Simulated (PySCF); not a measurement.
**Which element holds Cl most strongly?**

PBE0 in PySCF with def2-TZVPPD on every atom (core potentials on Mo, In, Sb), for the lowest determinant that a PBE0 search found; no spin–orbit coupling. D0 is De less the harmonic zero-point energy.

```json
{"M": "C", "state (unpaired electrons)": "doublet (π ↑)", "Re (Å)": "1.643", "ωe (cm⁻¹)": "891", "D0(MCl) (eV)": "4.34"}
{"M": "Sb", "state (unpaired electrons)": "triplet (π ↑↑)", "Re (Å)": "2.339", "ωe (cm⁻¹)": "373", "D0(MCl) (eV)": "3.19"}
{"M": "In", "state (unpaired electrons)": "singlet (closed shell)", "Re (Å)": "2.417", "ωe (cm⁻¹)": "310", "D0(MCl) (eV)": "4.56"}
{"M": "Cu", "state (unpaired electrons)": "singlet (closed shell)", "Re (Å)": "2.076", "ωe (cm⁻¹)": "401", "D0(MCl) (eV)": "3.64"}
{"M": "Mo", "state (unpaired electrons)": "sextet (σ ↑, π ↑↑, δ ↑↑)", "Re (Å)": "2.283", "ωe (cm⁻¹)": "378", "D0(MCl) (eV)": "3.77"}
{"M": "Si", "state (unpaired electrons)": "doublet (π ↑)", "Re (Å)": "2.068", "ωe (cm⁻¹)": "532", "D0(MCl) (eV)": "4.42"}
{"M": "Ge", "state (unpaired electrons)": "doublet (π ↑)", "Re (Å)": "2.174", "ωe (cm⁻¹)": "406", "D0(MCl) (eV)": "4.13"}
```

**Question.** Order the elements by D0 and give the energy of InCl + Cu → CuCl + In.

**Answer.** In > Si > C > Ge > Mo > Cu > Sb; ΔE = 4.56 − 3.64 = +0.92 eV at PBE0/def2-TZVPPD. Close neighbours can swap at other levels.

The metal atom is held in its measured ground configuration; semilocal functionals can put another filling of s and d lower by some tenths of an eV, and De to that atom would be smaller. These are scalar-relativistic numbers at best; spin–orbit coupling would shift them, the dissociation energy most. States were picked by a PBE0 search and need not be the measured ground states.
